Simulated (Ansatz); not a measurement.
A trace of molecular dynamics of FH5N2OSi2 (11 atoms, charge 0, multiplicity 1).

All numbers below come from RKS B3LYP-D4/STO-3G (Ansatz).

| Quantity | Value |
| --- | --- |
| ensemble | NVT, Langevin thermostat |
| set temperature | 200 K |
| friction | 0.05 /fs |
| seed | 334306 |

| time (fs) | T (K) | potential energy less start (eV) |
| --- | --- | --- |
| 0.0 | 182 | 0.000 |
| 6.0 | 403 | -0.150 |
| 12.0 | 359 | 0.998 |
| 18.0 | 3469 | 2.762 |
| 24.0 | 7766 | 10.905 |
| 30.0 | 4378 | 10.447 |
| 36.0 | 3199 | 13.446 |
| 42.0 | 24712 | 25.565 |
| 48.0 | 66107 | 24.502 |
| 54.0 | 36569 | 24.553 |
| 60.0 | 20406 | 24.594 |
| 66.0 | 11600 | 24.071 |
| 72.0 | 9597 | 19.106 |
| 78.0 | 3237676 | 29.826 |
| 84.0 | 1778927 | 33.311 |
| 90.0 | 974091 | 31.937 |
| 96.0 | 538927 | 33.715 |
| 102.0 | 365336 | 45.572 |
| 108.0 | 331319 | 40.714 |
| 114.0 | 184257 | 38.217 |
| 120.0 | 100741 | 39.699 |

**Question.** Can this run be trusted? Judge the integration.

**Answer.** The temperature shot up to 3.2e+06 K, far beyond the bath's, so the integration failed: the time step of 3 fs is too long for the fastest motions that this run met, and the later frames carry no physical meaning.

The run took 5.1 min on 1 thread of Intel(R) Xeon(R) Platinum 8175M CPU @ 2.50GHz (Skylake/Cascade Lake), with other jobs on the host, peak memory 0.16 GiB.
